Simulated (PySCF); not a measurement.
Isomers of C6H9NO, mass 111.068 u with the commonest isotopes. Theory: PBE0/pcSseg-1 in PySCF (dipole) on a GFN2-xTB geometry, gas phase. One conformer each, none proved a minimum here; rigid rotors.

Task: Order these by rotational constant C, largest first.
A. `[CH3:1][C@@H:2]1[CH2:3][CH2:4][C@@H:5]([C:6]#[N:7])[O:8]1` with C1–C2–C3–C4 -152°, C2–C3–C4–C5 15°, C3–C4–C5–C6 -113°, C4–C5–O8–C2 -29°
B. `[CH2:1]=[C:2]([CH3:3])[C@@H:4]([C:5]#[N:6])[O:7][CH3:8]` with C1–C2–C4–C5 116°, C2–C4–O7–C8 71°
C. `[CH3:1][CH2:2][C@:3]([CH3:4])([C:5]#[N:6])[CH:7]=[O:8]` with C1–C2–C3–C4 -62°, C2–C3–C7–O8 -129°

Result: C (1386 MHz), B (1342 MHz), A (1291 MHz).

Task: Order these by dipole moment, largest first.
A. `[CH3:1][CH2:2][C@:3]([CH3:4])([C:5]#[N:6])[CH:7]=[O:8]` with C1–C2–C3–C4 -62°, C2–C3–C7–O8 -129°
B. `[CH2:1]=[C:2]([CH3:3])[C@@H:4]([C:5]#[N:6])[O:7][CH3:8]` with C1–C2–C4–C5 116°, C2–C4–O7–C8 71°
C. `[CH3:1][CH:2]([CH3:3])[c:4]1[cH:5][o:6][cH:7][n:8]1` with C1–C2–C4–C5 119°
D. `[CH3:1][C@@H:2]1[CH2:3][CH2:4][C@@H:5]([C:6]#[N:7])[O:8]1` with C1–C2–C3–C4 -152°, C2–C3–C4–C5 15°, C3–C4–C5–C6 -113°, C4–C5–O8–C2 -29°

Result: B (4.70 D), D (4.23 D), A (3.83 D), C (1.25 D).

Task: Order these by rotational constant A, smallest first.
A. `[CH3:1][C@@H:2]1[CH2:3][CH2:4][C@@H:5]([C:6]#[N:7])[O:8]1` with C1–C2–C3–C4 -152°, C2–C3–C4–C5 15°, C3–C4–C5–C6 -113°, C4–C5–O8–C2 -29°
B. `[CH3:1][CH2:2][C@:3]([CH3:4])([C:5]#[N:6])[CH:7]=[O:8]` with C1–C2–C3–C4 -62°, C2–C3–C7–O8 -129°
C. `[CH3:1][CH:2]([CH3:3])[c:4]1[cH:5][o:6][cH:7][n:8]1` with C1–C2–C4–C5 119°
D. `[CH2:1]=[C:2]([CH3:3])[C@@H:4]([C:5]#[N:6])[O:7][CH3:8]` with C1–C2–C4–C5 116°, C2–C4–O7–C8 71°

Result: D (2222 MHz), B (2406 MHz), A (3902 MHz), C (4497 MHz).

| SMILES | point group | Ia (u·Å²) | Ib (u·Å²) | Ic (u·Å²) | κ | μa (D) | μb (D) | μc (D) |
| --- | --- | --- | --- | --- | --- | --- | --- | --- |
| C[C@@H]1CC[C@@H](C#N)O1 | C1 | 129.51 | 332.57 | 391.43 | -0.82 | 3.22 | 2.66 | 0.62 |
| C=C(C)[C@@H](C#N)OC | C1 | 227.46 | 262.38 | 376.52 | 0.33 | 4.52 | 0.86 | 0.95 |
| CC[C@](C)(C#N)C=O | C1 | 210.07 | 278.05 | 364.61 | -0.15 | 3.32 | 1.90 | 0.19 |
| CC(C)c1cocn1 | Cs | 112.38 | 361.38 | 366.04 | -0.99 | 0.18 | 1.23 | 0.04 |
